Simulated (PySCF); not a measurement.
PBE0 on Al⁻ (aluminium, charge -1), [Ne] 3s2 3p2, high-spin 3P determinant. Computed with PySCF 2.14 in aug-cc-pV(Q+d)Z with one added diffuse shell each of s, p, d, f, g type (8s7p6d4f3g, 114 functions), with the non-relativistic Hamiltonian (point nucleus).

```
cycle= 1 E= -242.274406601706  delta_E= -0.00468  |g|= 0.0141  |ddm|= 8.36
cycle= 2 E= -242.274659094705  delta_E= -0.000252  |g|= 0.00721  |ddm|= 0.39
cycle= 3 E= -242.274762527139  delta_E= -0.000103  |g|= 0.00406  |ddm|= 0.0505
cycle= 4 E= -242.274798857883  delta_E= -3.63e-05  |g|= 0.000893  |ddm|= 0.0232
cycle= 5 E= -242.274803278088  delta_E= -4.42e-06  |g|= 0.000101  |ddm|= 0.0134
cycle= 6 E= -242.274803395474  delta_E= -1.17e-07  |g|= 3.14e-05  |ddm|= 0.00259
cycle= 7 E= -242.274803402557  delta_E= -7.08e-09  |g|= 1.25e-05  |ddm|= 0.000648
cycle= 8 E= -242.274803403172  delta_E= -6.14e-10  |g|= 1.98e-06  |ddm|= 0.000123
converged SCF energy = -242.274803403172  <S^2> = 2.0054656  2S+1 = 3.0036415
```

Highest occupied orbital energy: 0.664 eV; ⟨L²⟩ = 2.02; populations by l: s 6.00, p 8.00, d 0.00, f 0.00.

Q: Can this result be used?

A: With care. Self-consistency was reached. At PBE0 the highest occupied level has a positive energy, so only the finite basis holds that electron; in a semilocal or global hybrid functional this comes from self-interaction and does not mean that the real anion is unbound.
